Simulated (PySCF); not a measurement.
# How methods differ on the excitation energy of O²⁺

O²⁺ [He] 2s2 2p2 (3P) → O²⁺ [He] 2s2 2p1 3s1 (3P), as a difference of total energies. Computed with PySCF 2.14 in dyall-av3z, with the non-relativistic Hamiltonian (point nucleus). Correlated levels: valence: 1s2 frozen; virtual orbitals above 40 to 60 times the deepest correlated orbital energy dropped. The calculations carry no spin-orbit coupling.

```tsv
method	excitation energy (eV)
UHF	33.252
MP2 (valence)	33.270
SCS-MP2 (valence)	33.160
CCSD (valence)	33.075
CCSD(T) (valence)	33.052
```

Problem. How much does correlation contribute at CCSD(T) (valence)?

Solution. 33.052 − (33.252) = -0.200 eV, measured against UHF.

The promoted electron is Rydberg-like, and one or two diffuse shells describe it only roughly, which tends to raise the upper state.
